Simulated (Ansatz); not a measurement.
Ansatz (a quantum-chemistry and plane-wave program) input (RI-MP2/aug-cc-pV(Q+d)Z):
A basis named .json is the Basis Set Exchange file of that set.

Ansatz 0.2 input:
```yaml
crystal:
  periodic: [false, false, false]
  atoms:
    - {symbol: C, position_ang: [-2.85520059, -0.52831274, 0.19470150]}
    - {symbol: O, position_ang: [-1.52797126, -0.26024101, -0.20757221]}
    - {symbol: C, position_ang: [-0.94654919, 0.83672135, 0.48153560]}
    - {symbol: Si, position_ang: [0.82271191, 1.05219433, -0.16951959]}
    - {symbol: Si, position_ang: [1.91477439, -1.02012534, -0.11845842]}
    - {symbol: H, position_ang: [-2.90376809, -0.77199110, 1.26349713]}
    - {symbol: H, position_ang: [-3.50931846, 0.33121436, 0.00193011]}
    - {symbol: H, position_ang: [-3.20474640, -1.38196866, -0.38420723]}
    - {symbol: H, position_ang: [-1.53717046, 1.75157588, 0.32846463]}
    - {symbol: H, position_ang: [-0.92602803, 0.64836879, 1.56526704]}
    - {symbol: H, position_ang: [1.51742809, 2.03548778, 0.70190778]}
    - {symbol: H, position_ang: [0.79449237, 1.59637436, -1.54967349]}
    - {symbol: H, position_ang: [1.73908386, -1.64224300, 1.21800246]}
    - {symbol: H, position_ang: [3.36915541, -0.84859178, -0.36269427]}
    - {symbol: H, position_ang: [1.37033212, -1.93571592, -1.14764687]}
basis:
  gaussian:
    orbitals: aug-cc-pV_Q+d_Z.json
    fitting: {mean_field: def2-universal-jkfit, correlation: aug-cc-pVQZ-RIFIT.json}
magnetization: {spin_polarized: true, initial_magnetization: 2}
correlation: {method: mp2, electrons: outside_noble_gas}
```

End of the output:

```
integrals: 3.66 GiB planned
663 factors; integrals over basis functions are off by at most 6.0e0 eV
3.26 GiB of device memory are held for the factors and their scratch space
mean field: 7.43 GiB planned
mean field evaluation 1: about -19969.2879 eV, gradient 3.0e1 eV
mean field evaluation 2: about -19973.1581 eV, gradient 2.3e1 eV
mean field evaluation 4: about -19976.2742 eV, gradient 2.7e0 eV
mean field evaluation 8: about -19976.8359 eV, gradient 4.7e-1 eV
mean field evaluation 16: about -19976.8764 eV, gradient 8.4e-2 eV
mean field evaluation 32: about -19976.8919 eV, gradient 4.7e-2 eV
mean field evaluation 64: about -19976.8945 eV, gradient 3.4e-2 eV
mean field evaluation 96: about -19973.7037 eV, gradient 3.9e0 eV
mean field evaluation 128: about -19976.5884 eV, gradient 2.7e0 eV
mean field evaluation 160: about -19976.3024 eV, gradient 2.4e0 eV
mean field evaluation 192: about -19976.8945 eV, gradient 6.8e-6 eV
mean field -19976.94117128 eV, -734.1390471874 hartree, gradient 2.3e-6 eV, S^2 2.014324; 21 other end points of the search recorded, 0 dependent functions left out
13 core orbitals not correlated
1692 factors; their error is unknown
reference -19976.94117128 eV, -734.1390471874 hartree; 17, 15 occupied and 848, 850 virtual orbitals, 1692 factors
second order -23.44113241 eV of doubles, -0.00000000 eV of singles
Total energy: -20000.38230369 eV, -735.0004929144 hartree
```

This state (charge 0, triplet) is run at the relaxed geometry of the species with charge 0 and multiplicity 1, and is a spin state other than that species' own.
